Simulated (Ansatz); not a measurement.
FeI2. The state is a triplet with charge 0. Geometry PBE0-D4/def2-TZVP; atoms count from 1.

```xyz
3

Fe   -0.002   -0.001   -0.001
I    -0.869   -0.943    2.098
I     0.871    0.944   -2.097
```

In the def2 sets I takes a core potential; there is no spin–orbit coupling. The charge 0 triplet is spin-contaminated (final ⟨S²⟩ up to 3.01, 2.00 for a pure state). At PBE0-D4/def2-TZVP a quintet of charge 0 lies 1.38 eV below the triplet, each at its own geometry.

**Question.** Estimate the Mulliken populations from the PBE0/def2-TZVP orbitals of Ansatz.

**Answer.** 
| atom | charge (e) | spin (α − β) | d electrons |
| --- | --- | --- | --- |
| Fe1 | 0.46 | 2.36 | 6.56 |
| I2 | -0.23 | -0.18 | – |
| I3 | -0.23 | -0.18 | – |
Mulliken values depend strongly on the basis.

**Question.** Where does the spin sit?

**Answer.** Summed by element: Fe 2.36, I -0.36, of 2 unpaired in all. Largest on single atoms: Fe1 2.36, I2 -0.18, I3 -0.18.

**Question.** And the Mayer bond orders between heavy atoms (over 0.3)?

**Answer.** Fe1–I2 1.19 (2.46 Å); Fe1–I3 1.19 (2.46 Å).
